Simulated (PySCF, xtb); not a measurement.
but-1-en-3-yne (C₄H₄), SMILES C=CC#C.

Harmonic wavenumbers (cm⁻¹) from GFN2-xTB (xtb) at its own minimum, in rising order: 194, 276, 481, 582, 665, 708, 884, 914, 994, 1081, 1269, 1401, 1663, 2254, 3037, 3104, 3132, 3395.

### Question
What does PBE0-D3(BJ)/def2-SVP (PySCF 2.14.0) give at its own minimum? (The exact figures need the calculation; the answer reports its results.)

### Answer
223, 328, 554, 681, 700, 709, 904, 955, 1009, 1099, 1299, 1418, 1702, 2232, 3170, 3180, 3285, 3490. Paired by order, the mean absolute difference is 53 cm⁻¹ and the zero-point energies are 37.2 and 38.5 kcal/mol.
